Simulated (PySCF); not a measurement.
Br₄Sn, singlet, at a GFN2-xTB geometry (such geometries of metal compounds can be far from the true shape) (core potentials on Sn). Base run: PySCF with M062X/def2-SV(P).

The PySCF input:
```python
from pyscf import gto, scf, dft

mol = gto.M(
    atom='''
Br   -0.911861    2.255196   -0.770926
Sn   -0.000000    0.000000    0.000000
Br   -1.756461   -1.808170   -0.396347
Br    0.557732    0.113383    2.487530
Br    2.110590   -0.560409   -1.320257
''',
    basis='def2-sv(p)',
    ecp={'Sn': 'def2-sv(p)'},
    charge=0,
    spin=0,
    verbose=4,
)

mf = dft.RKS(mol)
mf.xc = 'm062x'
mf.kernel()
```

The base run was repeated with changes; each row names its change, and settings that it needs were set with it.

```json
[
 {"change": "base", "ΔE vs base (mEh)": "0.000", "fitting functions": "-", "outcome": "converged"},
 {"change": "auxbasis = def2-universal-jkfit", "ΔE vs base (mEh)": "0.103", "fitting functions": "1282", "outcome": "converged"},
 {"change": "auxbasis = even-tempered beta=3.0", "ΔE vs base (mEh)": "-105.1", "fitting functions": "947", "outcome": "converged"},
 {"change": "auxbasis = cc-pvqz-jkfit", "ΔE vs base (mEh)": "-", "fitting functions": "-", "outcome": "input refused"},
 {"change": "exchange = seminumerical (SGX) (with mf = sgx.sgx_fit(mf, auxbasis='def2-universal-jfit'); with mf.with_df.dfj = True)", "ΔE vs base (mEh)": "-0.536", "fitting functions": "290", "outcome": "converged"},
 {"change": "auxbasis = def2-svp-ri", "ΔE vs base (mEh)": "-", "fitting functions": "-", "outcome": "input refused"},
 {"change": "auxbasis = def2-tzvp-ri", "ΔE vs base (mEh)": "-", "fitting functions": "-", "outcome": "input refused"},
 {"change": "auxbasis = cc-pvdz-jkfit", "ΔE vs base (mEh)": "-", "fitting functions": "-", "outcome": "input refused"},
 {"change": "only_dfj = on; auxbasis = def2-universal-jfit", "ΔE vs base (mEh)": "-0.490", "fitting functions": "290", "outcome": "converged"},
 {"change": "auxbasis = even-tempered beta=2.0", "ΔE vs base (mEh)": "-0.205", "fitting functions": "1445", "outcome": "converged"}
]
```

A fitting set is made for a task (jfit for Coulomb, jkfit for Coulomb and exchange, ri for correlation) and for a family of orbital bases.

- auxbasis = cc-pvqz-jkfit: ended with `pyscf.lib.exceptions.BasisNotFoundError: Basis set not found for Sn in cc-pvqz-jkfit`
- auxbasis = def2-svp-ri: ended with `pyscf.lib.exceptions.BasisNotFoundError: Basis set not found for Sn in def2-svp-ri`
- auxbasis = def2-tzvp-ri: ended with `pyscf.lib.exceptions.BasisNotFoundError: Basis set not found for Sn in def2-tzvp-ri`
